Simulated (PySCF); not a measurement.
**Frontier orbitals and the lowest excitations**

Species: (H2Al-mu-SeH)2.
Structure used (PBE0-D3(BJ)/def2-SVP), in Å, numbered top down from 1:
```xyz
10
Al2H6Se2 angstrom
Al    -0.5097   -1.1818    1.0869
H     -2.0490   -1.0954    1.4608
H      0.5536   -2.2318    1.6117
Se     0.5254    1.0851    1.4549
Al     1.1000    0.8292   -0.9779
H      0.4896    2.0540   -1.7798
H      2.5958    0.3060   -0.9961
Se    -0.3025   -1.2036   -1.4181
H     -0.7317    1.8081    1.1981
H     -1.5469   -0.4466   -1.6360
```

Theory: PySCF 2.14.0, density-fitted response routines, TDDFT PBE0/def2-SVPD, vertical, gas phase, core orbitals frozen in the response. The PBE0/def2-SVPD calculation is non-relativistic and has no spin–orbit coupling, an omission that weighs most on selenium.

Frontier orbitals with the atoms that hold most of them (Löwdin shares over 4%, at most four atoms; ? is withheld):

| orbital | ε (eV) | atoms |
| --- | --- | --- |
| HOMO-3 | -8.61 | Al1 20%, Al5 20%, H3 16%, H7 16% |
| HOMO-2 | -8.52 | Al5 18%, Al1 17%, H7 14%, H3 14% |
| HOMO-1 | -8.19 | Se4 42%, Se8 42%, Al5 5%, Al1 5% |
| HOMO | -7.97 | ? |
| LUMO | -0.96 | ? |
| LUMO+1 | -0.70 | Se4 20%, Se8 20%, Al1 18%, Al5 17% |
| LUMO+2 | -0.32 | Se4 24%, Se8 24%, Al1 18%, Al5 17% |

Q: Which atoms hold the LUMO, and with what shares?

A: Se8 (bonded to 2 Al and H) 21%; Se4 (bonded to 2 Al and H) 21%; H10 (bonded to Se) 12%; Al1 (bonded to 2 Se and 2 H) 12%. By element: selenium 42%, hydrogen 12% or more, aluminium 12% or more.

Q: Give the leading atoms of the HOMO.

A: Se4 (bonded to 2 Al and H) 25%; Se8 (bonded to 2 Al and H) 24%; Al5 (bonded to 2 Se and 2 H) 12%; Al1 (bonded to 2 Se and 2 H) 12%. By element: selenium 49%, aluminium 24%.

Q: How does S1 compare with the orbital gap of 7.01 eV?

A: S1 is at 5.89 eV (f = 0.0001), 1.12 eV below the gap, made of HOMO→LUMO (97%). Without the coupling terms of the response equations the lowest excitation would equal the gap.

Q: Give energy, strength and leading configuration of S1, S2, S3, S4 and S6, and follow the Löwdin shares of the leading atoms from the occupied to the empty orbital.

A: 
- S1 (5.89 eV, f 0.0001), HOMO→LUMO (97%): Se4 25% → 21%, Se8 24% → 21%
- S2 (5.98 eV, f 0.0044), HOMO-1→LUMO (98%): Se4 42% → 21%, Se8 42% → 21%
- S3 (6.06 eV, f 0.0000), HOMO→LUMO+1 (98%): Se4 25% → 20%, Se8 24% → 20%
- S4 (6.39 eV, f 0.0001), HOMO-1→LUMO+1 (96%): Se4 42% → 20%, Se8 42% → 20%
- S6 (6.52 eV, f 0.0096), HOMO-2→LUMO (86%): Al5 18% → at most 12%, Al1 17% → 12%, Se8 at most 14% → 21%, Se4 at most 14% → 21%

Löwdin shares depend on the basis, the more so with diffuse functions.

One conformer stands for the species.
